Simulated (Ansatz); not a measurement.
Consider the isomerisation: `CBC(Cl)=C=S` → `ClC1=CCSB1`.

Computed with Ansatz on PBE0-D4/def2-TZVP structures; ΔE is electronic, products minus reactants. CCSD(T)/CBS is the MP2 limit (def2-TZVPP, def2-QZVPP) plus CCSD(T) − MP2 in def2-TZVPP, frozen cores. Functionals use def2-TZVPP. B3LYP here is the variant with VWN-RPA as its local correlation; programs differ in this. Each species was taken in one conformer, which may not be the lowest.

| level | ΔE (kcal/mol) | difference from CCSD(T)/CBS |
| --- | --- | --- |
| PBE-D4 | -35.0 | 3.9 |
| r2SCAN-D4 | -34.7 | 4.2 |
| PBE0-D4 | -39.7 | -0.8 |
| B3LYP-D4 | -33.0 | 5.9 |
| ωB97X-V | -40.7 | -1.8 |
| ωB97M-V | -38.1 | 0.8 |
| B2PLYP | -33.5 | 5.4 |
| PBE | -34.1 | 4.8 |
| r2SCAN | -34.6 | 4.3 |
| PBE0 | -39.0 | -0.1 |
| B3LYP | -31.4 | 7.5 |
| HF/def2-TZVPP | -37.7 | 1.2 |
| MP2/def2-TZVPP | -37.5 | 1.4 |
| SCS-MP2/def2-TZVPP | -36.6 | 2.3 |
| CCSD/def2-TZVPP | -38.7 | 0.2 |
| CCSD(T)/def2-TZVPP | -37.6 | 1.3 |
| HF/def2-QZVPP | -37.6 | 1.3 |
| MP2/def2-QZVPP | -38.2 | 0.7 |
| SCS-MP2/def2-QZVPP | -37.4 | 1.5 |
| HF/CBS(def2) | -37.6 | 1.3 |
| MP2/CBS(def2) | -38.7 | 0.2 |
| CCSD/CBS(def2) | -39.9 | -1.0 |
| CCSD(T)/CBS | -38.9 | 0 |

Largest T1 diagnostic among the species: 0.015.

The D4 term adds −1.6 kcal/mol with B3LYP and −0.7 kcal/mol with PBE0; it sums over pairs of atoms, weighted by their polarisabilities, and B3LYP, whose exchange is more repulsive, gets the larger term. From PBE to PBE0 (25 % exact exchange), in def2-TZVPP and without D4, ΔE moves by −4.9 kcal/mol.
